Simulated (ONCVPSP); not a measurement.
Reading a pseudo-wave (Lu)

Columns: radius, all-electron u(r) and pseudo u(r) of the 5d shell (level -1.77 eV) of lutetium in the configuration [Kr] 4d10 4f14 5s2 5p6 5d1 6s2; PBEsol, scalar-relativistic, ONCV scheme, ONCVPSP 4.0.1.

| r (bohr) | all-electron | pseudo |
| --- | --- | --- |
| 0.113 | 0.1523 | 0.0006 |
| 0.225 | -0.0021 | 0.0053 |
| 0.338 | -0.1972 | 0.0190 |
| 0.450 | -0.2288 | 0.0459 |
| 0.563 | -0.1429 | 0.0880 |
| 0.675 | -0.0116 | 0.1422 |
| 0.788 | 0.1249 | 0.2053 |
| 0.900 | 0.2456 | 0.2733 |
| 1.013 | 0.3465 | 0.3457 |
| 1.125 | 0.4255 | 0.4184 |
| 1.238 | 0.4860 | 0.4866 |
| 1.350 | 0.5297 | 0.5411 |
| 1.463 | 0.5605 | 0.5775 |
| 1.575 | 0.5802 | 0.5955 |
| 1.688 | 0.5915 | 0.6010 |
| 1.800 | 0.5961 | 0.6002 |
| 1.913 | 0.5956 | 0.5967 |
| 2.025 | 0.5913 | 0.5914 |
| 2.138 | 0.5839 | 0.5839 |
| 2.250 | 0.5746 | 0.5746 |
| 2.363 | 0.5636 | 0.5636 |
| 2.475 | 0.5517 | 0.5517 |
| 2.588 | 0.5390 | 0.5390 |
| 2.700 | 0.5259 | 0.5259 |
| 2.813 | 0.5124 | 0.5123 |
| 2.925 | 0.4987 | 0.4987 |

(1) How many radial nodes do the two functions have?

(2) At about which radius was the pseudo-wave matched?

(3) Is the pseudo-wave norm-conserving?

Results:

(1) The all-electron 5d function has n − l − 1 = 2; the pseudo-wave has 0, since the states of the same l below it are removed with the core.

(2) 2.25 bohr. The columns agree to 0.0005 from 2.02 bohr on; several derivatives are matched, so the curves merge somewhat inside the radius.

(3) Yes: the ONCV scheme keeps the norm inside the radius equal to the all-electron one, which fixes the energy derivative of the logarithmic derivative at the level.
